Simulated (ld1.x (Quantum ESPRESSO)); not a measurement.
**Which change was made? (Mo, TM)**

molybdenum, norm-conserving Troullier–Martins (Kleinman–Bylander form), made with ld1.x (Quantum ESPRESSO) 7.5 (revPBE, scalar-relativistic). Core [Kr], reference 4d5.5 5s0.5 5p0. Waves: 5s (bound): rc 2.60 bohr; 5p (bound, empty): rc 4.20 bohr; 4d (bound): rc 1.60 bohr. Local part: all-electron potential smoothed inside 1.30 bohr (lloc = -1). Core correction: none.

Cutoffs, loose and tight: the cutoffs (Ry, on a coarse ladder) from which the occupation-weighted sum of valence levels, in a spherical-Bessel basis at the reference potential, stays within 10 and 1 mRy of its value at 400 Ry. They do not see the model core or the augmentation charge, which bear on the density cutoff. Test errors are all-electron minus pseudo excitation energies from the reference, over the configurations 4d5 5s1 5p0; 4d5 5s0 5p0; 4d4 5s0 5p0; 4d5 5s0.5 5p0; 4d4 5s2 5p0; 4d4 5s1 5p1; 4d2 5s0 5p0; variants that change the core or the reference have their own tests. The largest error is taken over the tests solved by every variant that gives reliable tests at all, those not shown here included: 4d2 5s0 5p0; 4d4 5s0 5p0; 4d5 5s0 5p0; 4d5 5s0.5 5p0; 4d5 5s1 5p0.

The base gives: outcome: generated; cutoff, loose: 40 Ry; cutoff, tight: 50 Ry; bound ghosts: s, p; largest test error (meV): -303.

Question: After one change the result is: outcome: generated; cutoff, loose: 40 Ry; cutoff, tight: 50 Ry; bound ghosts: s, p3/2, p1/2; largest test error (meV): -299. Which change was it?
A. fully relativistic
B. all radii scaled by about 0.82 (s 2.14, p 3.46, d 1.32 bohr); local potential all-electron potential smoothed inside 1.06 bohr (lloc = -1)
C. local potential all-electron potential smoothed inside 1.70 bohr (lloc = -2)
D. wave 4d (bound): rc 1.60 bohr becomes 4d (bound): rc 1.22 bohr

Answer: A. The others give: all radii scaled by about 0.82 (s 2.14, p 3.46, d 1.32 bohr); local potential all-electron potential smoothed inside 1.06 bohr (lloc = -1) → outcome: generated; cutoff, loose: 50 Ry; cutoff, tight: 70 Ry; bound ghosts: s, p; largest test error (meV): -344 | local potential all-electron potential smoothed inside 1.70 bohr (lloc = -2) → outcome: generated; cutoff, loose: 45 Ry; cutoff, tight: 50 Ry; bound ghosts: s; largest test error (meV): -339 | wave 4d (bound): rc 1.60 bohr becomes 4d (bound): rc 1.22 bohr → outcome: generated; cutoff, loose: 70 Ry; cutoff, tight: 100 Ry; bound ghosts: s, p; largest test error (meV): -304.
